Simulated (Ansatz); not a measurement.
Molecule: C$_{2}$H$_{9}$Si$_{2}$ (charge 0, doublet). It need not be the lowest isomer of its formula. 
Coordinates optimised at B3LYP-D3(BJ)/def2-TZVP (Ansatz, a quantum-chemistry and plane-wave program):
```
Si
H 1 1.4877
C 1 1.8375 2 109.46
H 3 1.0842 1 122.79 2 -32.52
H 3 1.0849 4 114.52 1 174.30
C 1 1.8811 2 110.35 3 123.24
H 6 1.0914 1 110.94 2 60.10
H 6 1.0915 7 108.21 1 121.81
H 6 1.0918 7 107.94 8 116.81
Si 1 2.3579 2 107.37 3 -117.45
H 10 1.4842 1 110.99 2 60.21
H 10 1.4855 11 108.23 1 -120.88
H 10 1.4867 11 108.26 12 -116.81
```
Charge 0, spin multiplicity 2.

Basis-set convergence of Hartree-Fock and CCSD correlation energies (hartree) with Ansatz. Valence correlation only, unless marked. UHF or UKS for open shells. Spin-orbit coupling is left out. No relativistic terms.

| basis | functions | E(HF) | E(corr, CCSD) |
|---|---|---|---|
| cc-pV(D+d)Z | 119 | -658.81923 | -0.54246 |
| cc-pV(T+d)Z | 264 | -658.86873 | -0.64644 |
| cc-pV(Q+d)Z | 508 | -658.88053 | -0.67812 |

Extrapolating the two largest sets (X = 3 and 4) as X^-3: E(corr) = (64·(-0.67812) - 27·(-0.64644))/37 = -0.7012 Eh, an estimate of the basis-set limit. The largest set recovers 96.7 % of it, the smallest 77.4 %.
